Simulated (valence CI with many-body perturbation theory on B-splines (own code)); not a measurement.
# Dy35+ in three bases

Computed by configuration interaction combined with many-body perturbation theory (CI+MBPT): three valence electrons over a frozen Dirac-Fock core [Ar] 3d10, a basis of 9 s, 9 p, 8 d, 6 f, 3 g, 1 h functions for each j, with the one-electron correlation potential Σ1 (screened to all orders), the two-electron term Σ2, the three-electron term Σ3, Breit, model QED; selected single and double excitations, second order for the rest, scaled by the run's own slope (own B-spline code, finite nucleus).

The last digits are not significant, and no measured levels were compared; by estimate large intervals hold to a few tenths of a per cent, small ones and those within an open d or f shell to about a per cent.

The reference run has the lowest level (4s^2 4p1/2) J=1/2 and an ionisation energy of 1520.75 eV. Its largest variational space holds 8682 state functions.

Levels are named by their leading jj configuration (3d3/2^4 stands for four electrons in 3d with j = 3/2), which in mixed levels can hold well under half, so a name can repeat and another be missing. Letters in brackets count levels of one name in rising energy.

Changed runs:
A. basis 6 s, 6 p, 5 d, 3 f, 1 g
B. basis 5 s, 5 p, 4 d, 2 f

Excitation energies of the reference run in cm⁻¹, and shifts in cm⁻¹:

```
                     Level  Reference       A      B
        (4s^2 4p3/2) J=3/2     427767     -25    -47
        (4s 4p1/2^2) J=1/2     620656     -35    -86
(4s 4p1/2 4p3/2) J=3/2 [a]     965758    -169   -610
    (4s 4p1/2 4p3/2) J=5/2    1020560     -61   -150
(4s 4p1/2 4p3/2) J=3/2 [b]    1101000     +40   +291
    (4s 4p1/2 4p3/2) J=1/2    1124440     +66   +403
        (4s 4p3/2^2) J=5/2    1412890    -134   -425
        (4s^2 4d3/2) J=3/2    1481930    +108   +679
        (4s 4p3/2^2) J=1/2    1552720    +112   +675
        (4s 4p3/2^2) J=3/2    1590050    +166   +954
        (4s^2 4d5/2) J=5/2    1603370    +210  +1211
     (4p1/2^2 4p3/2) J=3/2    1732180     -23   +9.0
    Ionisation energy (eV)    1520.75  -0.022  -0.08
```
